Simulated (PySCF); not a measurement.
## Ionisation energy of Xe by level of theory

Xe [Xe] (1S) → Xe⁺ [Kr] 4d10 5s2 5p5 (2P), as a difference of total energies. Calculation: PySCF 2.14, in x2c-TZVPPall with one added diffuse shell each of s, p, d, f type (9s7p5d3f, 76 functions); scalar relativity by spin-free X2C-1e. Correlated levels: valence and next inner shell: [Ar] 3d10 frozen. The calculations carry no spin-orbit coupling.

```csv
method,ionisation energy (eV)
UHF,11.509
MP2 (valence and next inner shell),12.424
SCS-MP2 (valence and next inner shell),12.312
CCSD (valence and next inner shell),12.251
CCSD(T) (valence and next inner shell),12.301
```

Question: How much does correlation contribute at CCSD(T) (valence and next inner shell)?

Answer: 12.301 − (11.509) = 0.792 eV, measured against UHF.

Errors of the correlated levels include the incompleteness of this basis and the frozen core.

For comparison: 12.565 eV (measured; NIST levels, between the centres of gravity of the two terms).
